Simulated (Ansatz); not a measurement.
A series at In: from `[SH][In]([SH])[SH]`, ligands are replaced one by one, each step taking up H₂O and setting free H₂S; n counts the steps. Ansatz, PBE0-D4/def2-TZVP geometries. Each molecule was computed in one conformer, which needn't be the lowest.

CBS adds triple-zeta CCSD(T) − MP2 to the MP2 limit, frozen cores; atoms without spin–orbit coupling. Elements past krypton have def2 core potentials. Outer-core shells of In are correlated without core-valence functions. Spin–orbit coupling is left out.

```json
{"n": "0", "molecule": "`[SH][In]([SH])[SH]`", "atomization energy, CCSD(T)/CBS (kJ/mol)": "1902.6"}
{"n": "1", "molecule": "`[OH][In]([SH])[SH]`", "atomization energy, CCSD(T)/CBS (kJ/mol)": "?"}
{"n": "2", "molecule": "`[OH][In]([OH])[SH]`", "atomization energy, CCSD(T)/CBS (kJ/mol)": "2192.4"}
{"n": "3", "molecule": "`[OH][In]([OH])[OH]`", "atomization energy, CCSD(T)/CBS (kJ/mol)": "2334.2"}
```

Problem. By hand: fit a straight line y = ȳ + b (n − n̄) to the 3 given rows and predict n = 1.

Solution. n̄ = 1.667, ȳ = 2143.07; Σ(n − n̄)(y − ȳ) = 672.07, Σ(n − n̄)² = 4.667, so b = 144.00 kJ/mol a step. Prediction: 2143.07 + (144.00) × (-0.667) = 2047.0 kJ/mol.

Problem. By hand: compare with the computed value, 2048.1 kJ/mol, and give the steps along the whole series.

Solution. The line misses by 1.1 kJ/mol (computed minus predicted). Steps: 145.5, 144.3, 141.8 kJ/mol.

The steps differ by at most 3.7 kJ/mol, 2.6 % of a mean step, so the ligands' effects nearly add and a line is close. The miss is 0.3 % of the series' range. The energies themselves are unsure by some kJ/mol a bond, though much of that is common to the series.
